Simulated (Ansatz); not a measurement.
Mulliken charges of CH5FSSi2, SMILES `C[Si]1(F)[SiH2]S1` from r2SCAN/def2-TZVPP in Ansatz (PBE0-D4/def2-TZVP geometry).

| atom | x (Å) | y (Å) | z (Å) | charge (e) |
| --- | --- | --- | --- | --- |
| C1 | 0.301 | -1.096 | 1.346 | -0.292 |
| Si2 | 0.611 | 0.019 | -0.096 | 0.573 |
| F3 | 2.104 | -0.246 | -0.604 | -0.311 |
| Si4 | -0.877 | 0.947 | -1.488 | 0.201 |
| S5 | 0.089 | 2.069 | 0.107 | -0.317 |
| H6 | -0.720 | -0.968 | 1.707 | 0.086 |
| H7 | 0.992 | -0.856 | 2.157 | 0.087 |
| H8 | 0.451 | -2.140 | 1.062 | 0.087 |
| H9 | -2.348 | 0.820 | -1.336 | -0.062 |
| H10 | -0.520 | 1.401 | -2.853 | -0.052 |

Problem. By hand: the dipole of these point charges (1 e Å = 4.8032 D).

Solution. Σ q r = (-0.360, -0.526, 0.065) e Å, of length 0.641 e Å = 3.08 D.

Problem. How does the dipole of the full density compare? (Estimate.)

Solution. The calculation gave: (-0.262, -0.346, 0.108) e Å, 2.15 D; the point charges give 1.43 times that, at 9° from its direction.

Point charges leave out the atoms' own dipoles, such as those of lone pairs, and Mulliken's split depends on the basis, so the two needn't agree.
